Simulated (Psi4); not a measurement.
Approach curve of the dimer H4Si ··· F4Si (SMILES [SiH4] and F[Si](F)(F)F). Monomers: optimised at B3LYP-D3(BJ) (def2-TZVP), held rigid. Orientation: a random orientation, not optimised. R is the distance of the centres of mass, along which the second monomer moves.

Geometry at R = 4.70 Å (first 5 atoms: monomer A):
```
10

Si     0.0000     0.0000     0.0000
H      0.5362     1.1248    -0.7991
H     -0.6852    -0.9591    -0.8956
H      1.1122    -0.6842     0.6974
H     -0.9632     0.5184     0.9974
F      1.7830     0.3891    -4.7617
Si     2.4089    -0.8005    -3.9556
F      1.4315    -1.2259    -2.8068
F      3.7766    -0.3501    -3.3368
F      2.6440    -2.0156    -4.9171
```

- PBE/def2-TZVP, counterpoise-corrected (Psi4)
- PBE-D3(BJ)/def2-TZVP, counterpoise-corrected (Psi4)
- SAPT0/jun-cc-pVDZ, frozen core (Psi4)

Interaction energies in kcal/mol; the last columns give the difference from SAPT0:

```json
[
 {"R / Å": "4.09", "PBE/def2-TZVP": "3.14", "PBE-D3(BJ)/def2-TZVP": "1.94", "SAPT0/jun-cc-pVDZ": "2.88", "PBE/def2-TZVP − SAPT0/jun-cc-pVDZ": "0.26", "PBE-D3(BJ)/def2-TZVP − SAPT0/jun-cc-pVDZ": "-0.94"},
 {"R / Å": "4.27", "PBE/def2-TZVP": "1.40", "PBE-D3(BJ)/def2-TZVP": "0.36", "SAPT0/jun-cc-pVDZ": "1.16", "PBE/def2-TZVP − SAPT0/jun-cc-pVDZ": "0.25", "PBE-D3(BJ)/def2-TZVP − SAPT0/jun-cc-pVDZ": "-0.80"},
 {"R / Å": "4.47", "PBE/def2-TZVP": "0.43", "PBE-D3(BJ)/def2-TZVP": "-0.46", "SAPT0/jun-cc-pVDZ": "0.23", "PBE/def2-TZVP − SAPT0/jun-cc-pVDZ": "0.20", "PBE-D3(BJ)/def2-TZVP − SAPT0/jun-cc-pVDZ": "-0.69"},
 {"R / Å": "4.70", "PBE/def2-TZVP": "-0.05", "PBE-D3(BJ)/def2-TZVP": "-0.77", "SAPT0/jun-cc-pVDZ": "-0.19", "PBE/def2-TZVP − SAPT0/jun-cc-pVDZ": "0.15", "PBE-D3(BJ)/def2-TZVP − SAPT0/jun-cc-pVDZ": "-0.58"},
 {"R / Å": "4.87", "PBE/def2-TZVP": "-0.18", "PBE-D3(BJ)/def2-TZVP": "-0.80", "SAPT0/jun-cc-pVDZ": "-0.29", "PBE/def2-TZVP − SAPT0/jun-cc-pVDZ": "0.11", "PBE-D3(BJ)/def2-TZVP − SAPT0/jun-cc-pVDZ": "-0.50"},
 {"R / Å": "5.12", "PBE/def2-TZVP": "-0.23", "PBE-D3(BJ)/def2-TZVP": "-0.71", "SAPT0/jun-cc-pVDZ": "-0.31", "PBE/def2-TZVP − SAPT0/jun-cc-pVDZ": "0.08", "PBE-D3(BJ)/def2-TZVP − SAPT0/jun-cc-pVDZ": "-0.40"},
 {"R / Å": "5.38", "PBE/def2-TZVP": "-0.20", "PBE-D3(BJ)/def2-TZVP": "-0.56", "SAPT0/jun-cc-pVDZ": "-0.26", "PBE/def2-TZVP − SAPT0/jun-cc-pVDZ": "0.06", "PBE-D3(BJ)/def2-TZVP − SAPT0/jun-cc-pVDZ": "-0.31"},
 {"R / Å": "5.70", "PBE/def2-TZVP": "-0.14", "PBE-D3(BJ)/def2-TZVP": "-0.40", "SAPT0/jun-cc-pVDZ": "-0.19", "PBE/def2-TZVP − SAPT0/jun-cc-pVDZ": "0.05", "PBE-D3(BJ)/def2-TZVP − SAPT0/jun-cc-pVDZ": "-0.21"},
 {"R / Å": "6.16", "PBE/def2-TZVP": "-0.07", "PBE-D3(BJ)/def2-TZVP": "-0.23", "SAPT0/jun-cc-pVDZ": "-0.11", "PBE/def2-TZVP − SAPT0/jun-cc-pVDZ": "0.05", "PBE-D3(BJ)/def2-TZVP − SAPT0/jun-cc-pVDZ": "-0.11"},
 {"R / Å": "6.94", "PBE/def2-TZVP": "-0.02", "PBE-D3(BJ)/def2-TZVP": "-0.09", "SAPT0/jun-cc-pVDZ": "-0.05", "PBE/def2-TZVP − SAPT0/jun-cc-pVDZ": "0.03", "PBE-D3(BJ)/def2-TZVP − SAPT0/jun-cc-pVDZ": "-0.04"},
 {"R / Å": "7.93", "PBE/def2-TZVP": "0.00", "PBE-D3(BJ)/def2-TZVP": "-0.03", "SAPT0/jun-cc-pVDZ": "-0.02", "PBE/def2-TZVP − SAPT0/jun-cc-pVDZ": "0.02", "PBE-D3(BJ)/def2-TZVP − SAPT0/jun-cc-pVDZ": "-0.01"},
 {"R / Å": "9.23", "PBE/def2-TZVP": "0.00", "PBE-D3(BJ)/def2-TZVP": "-0.01", "SAPT0/jun-cc-pVDZ": "-0.01", "PBE/def2-TZVP − SAPT0/jun-cc-pVDZ": "0.01", "PBE-D3(BJ)/def2-TZVP − SAPT0/jun-cc-pVDZ": "-0.01"}
]
```

PBE/def2-TZVP is furthest from SAPT0/jun-cc-pVDZ at 4.09 (0.26 kcal/mol, above); its mean absolute difference over the points is 0.10 kcal/mol.

PBE-D3(BJ)/def2-TZVP is furthest from SAPT0/jun-cc-pVDZ at 4.09 (-0.94 kcal/mol, below); its mean absolute difference over the points is 0.38 kcal/mol.
